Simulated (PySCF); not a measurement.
Excitation energy of Ir⁺ by level of theory

Ir⁺ [Xe] 4f14 5d7 6s1 (5F) → Ir⁺ [Xe] 4f14 5d8 (3F), as a difference of total energies. Computed with PySCF 2.14 in aug-cc-pwCVDZ-PP with ECP60MDF, with a scalar-relativistic core potential. Correlated levels: valence: 5s2 5p6 frozen; valence and next inner shell: nothing frozen outside the core potential. The calculations carry no spin-orbit coupling.

| method | excitation energy (eV) |
| --- | --- |
| UHF | 0.837 |
| LDA | 0.294 |
| PBE | 0.316 |
| PBE0 | 0.300 |
| r2SCAN | 0.643 |
| r2SCANh | 0.605 |
| BHandHLYP | 0.175 |
| BLYP | 0.209 |
| wB97X | -0.315 |
| MP2 (valence) | 0.315 |
| SCS-MP2 (valence) | -0.013 |
| MP2 (valence and next inner shell) | 0.609 |
| SCS-MP2 (valence and next inner shell) | 0.374 |

How much does correlation contribute at MP2 (valence and next inner shell)?

0.609 − (0.837) = -0.228 eV, measured against UHF.

Errors of the correlated levels include the incompleteness of this basis and the frozen core.

For comparison: 0.362 eV (measured; NIST levels, between the centres of gravity of the two terms).
